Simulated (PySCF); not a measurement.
**NMR parameters from quadrupole coupling constants**

C6H10NPS.
Geometry (GFN2-xTB, Å), atoms numbered from 1 in this order:
```xyz
19
C6H10NPS angstrom
C      1.5555   -0.4093    3.1645
C      1.0974   -0.5836    1.7564
C      1.4749   -1.5463    0.8916
P      0.8093   -1.5575   -0.7458
C     -0.1757   -0.1635   -0.4468
N     -1.0689    0.3538   -1.3373
C     -1.6067    1.6744   -1.1352
C     -1.0031   -0.1416   -2.6876
S     -0.0478    0.5702    1.1260
H      2.1809   -1.2488    3.4590
H      2.1311    0.5110    3.2701
H      0.7022   -0.3496    3.8399
H      2.1824   -2.3089    1.1807
H     -0.8603    2.4583   -1.3147
H     -1.9651    1.7678   -0.1093
H     -2.4457    1.8246   -1.8128
H     -0.0938    0.1903   -3.2035
H     -1.0004   -1.2332   -2.6620
H     -1.8759    0.2011   -3.2408
```

Computed at PBE0/pcSseg-1 (PySCF, non-relativistic):

| atom | environment | nucleus | spin I | Q (b) | CQ = χzz (MHz) | η |
| --- | --- | --- | --- | --- | --- | --- |
| N6 | aniline-type nitrogen | 14N | 1 | 0.02044 | -5.496 | 0.029 |
| S9 | thiophene-type sulfur | 33S | 3/2 | -0.0678 | -30.974 | 0.813 |

Question: At 21.15 T, set νQ = 3|CQ|/[2I(2I − 1)] beside the Larmor frequency (|g| × 7.62259 MHz/T × B; g(14N) = 0.40376, g(33S) = 0.42921), and give PQ = |CQ|√(1 + η²/3).

Answer: 
| atom | PQ (MHz) | νQ (MHz) | ν0 (MHz) | νQ/ν0 |
| --- | --- | --- | --- | --- |
| N6 | 5.497 | 8.244 | 65.09 | 0.127 |
| S9 | 34.22 | 15.49 | 69.20 | 0.224 |

For N6: PQ = 5.496 × 1.0001, νQ = 5.496 × 1.5000, ν0 = 3.0777 MHz/T × 21.15 T.

Question: A static spin 1 shows, to first order, a doublet split by νQ with the field along z of the gradient, and by (3/4)|CQ|(1 + η) and (3/4)|CQ|(1 − η) along y and x. Give the last two for 14N.

Answer: N6: 4.240 and 4.004 MHz.

Question: Quadrupolar 1/T1 and linewidth for τc = 3 ps (extreme narrowing, isotropic tumbling)?

Answer: Rate = (3π²/10) PQ² τc (2I + 3)/[I²(2I − 1)], the same for T1 and T2; width = rate/π.

| site | spin factor (2I + 3)/[I²(2I − 1)] | 1/T1 (s⁻¹) | T1 (ms) | linewidth (Hz) |
| --- | --- | --- | --- | --- |
| 14N at N6 | 5.000 | 1340 | 0.745 | 427 |
| 33S at S9 | 1.333 | 13900 | 0.0721 | 4410 |

The couplings are those of the rigid, isolated species; surroundings and motion change them. GFN2-xTB bond lengths can be off by several hundredths of an ångström, more for odd bonds, and the gradients follow them. These gradients aren't converged with respect to the basis.

These values come from a run that also computed NMR shieldings. On one thread, Arm Neoverse V1, no GPU (shared host), this took 78 s (grids of density and orbitals included).
